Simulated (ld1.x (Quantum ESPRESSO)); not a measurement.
## Varying the PAW potential for vanadium

Base potential:

* Element: V (Z = 23)
* Generator: ld1.x (Quantum ESPRESSO) 7.5
* Type: PAW
* Functional: PBE
* Relativity: fully relativistic
* Frozen core: [Ne] 3s2
* Valence charge: 11
* Reference configuration: 3p6 3d3.5 4s1.5 4p0
* Partial waves: 4s (bound): rcut 2.10, rcutus 2.55 bohr; 4s channel at 0.75 Ry: rcut 2.10, rcutus 2.55 bohr; 3p (bound): rcut 1.50, rcutus 1.75 bohr; 4p (bound, empty): rcut 1.50, rcutus 1.75 bohr; 3d (bound): rcut 1.20, rcutus 1.45 bohr; 3d channel at 1.25 Ry: rcut 1.20, rcutus 1.45 bohr
* Local potential: all-electron potential smoothed inside 1.90 bohr (lloc = -1)
* Core correction: Bessel-smoothed model core inside 1.00 bohr
* Augmentation charge: BESSEL, radius 0.90 bohr

Open shells are filled in proportion to 2j + 1 (rel_dist='average').

Cutoffs, loose and tight: the cutoffs (Ry, on a coarse ladder) from which the occupation-weighted sum of valence levels, in a spherical-Bessel basis at the reference potential, stays within 10 and 1 mRy of its value at 400 Ry. They do not see the model core or the augmentation charge, which bear on the density cutoff. Test errors are all-electron minus pseudo excitation energies from the reference, over the configurations 3p6 3d3 4s2 4p0; 3p6 3d3 4s1 4p0; 3p6 3d3 4s0 4p0; 3p6 3d2 4s2 4p1; 3p6 3d3 4s1.5 4p0; 3p6 3d1 4s0 4p0; 3p5 3d3 4s2 4p0. A dash means not determined; rows that change the core or the reference have their own tests. The largest error is taken over the tests solved by every variant that gives reliable tests at all: 3p6 3d3 4s0 4p0; 3p6 3d3 4s1 4p0; 3p6 3d3 4s2 4p0.

Cutoffs are not given where the Bessel-basis levels miss the radial ones by over 6 mRy, ghosts where they miss by over 20 mRy; a channel whose overlap is not positive is not tested.

| change | outcome | bound ghosts | largest test error (meV) |
| --- | --- | --- | --- |
| base | generated | not determined | -2.0 |
| waves 3d (bound): rcut 0.96, rcutus 1.02 bohr; 3d channel at 1.25 Ry: rcut 0.96, rcutus 1.02 bohr | generated | not determined | -2.1 |
| waves 3d (bound): rcut 1.14, rcutus 1.20 bohr; 3d channel at 1.25 Ry: rcut 1.14, rcutus 1.20 bohr | generated | not determined | -2.1 |
| waves 3d (bound): rcut 1.20, rcutus 1.42 bohr; 3d channel at 1.25 Ry: rcut 1.20, rcutus 1.42 bohr | generated | not determined | -2.1 |
| waves 3d (bound): rcut 1.20, rcutus 1.54 bohr; 3d channel at 1.25 Ry: rcut 1.20, rcutus 1.54 bohr | generated | not determined | -2.0 |
| waves 3d (bound): rcut 1.20, rcutus 1.80 bohr; 3d channel at 1.25 Ry: rcut 1.20, rcutus 1.80 bohr | generated | not determined | +2.8 |
| waves 3d (bound): rcut 1.20, rcutus 1.90 bohr; 3d channel at 1.25 Ry: rcut 1.20, rcutus 1.90 bohr | generated | not determined | +4.6 |

(1) What comes out with this change to the base: waves 3d (bound): rcut 1.20, rcutus 2.18 bohr; 3d channel at 1.25 Ry: rcut 1.20, rcutus 2.18 bohr?

Results:

(1) outcome: generated; bound ghosts: not determined; largest test error (meV): +15.
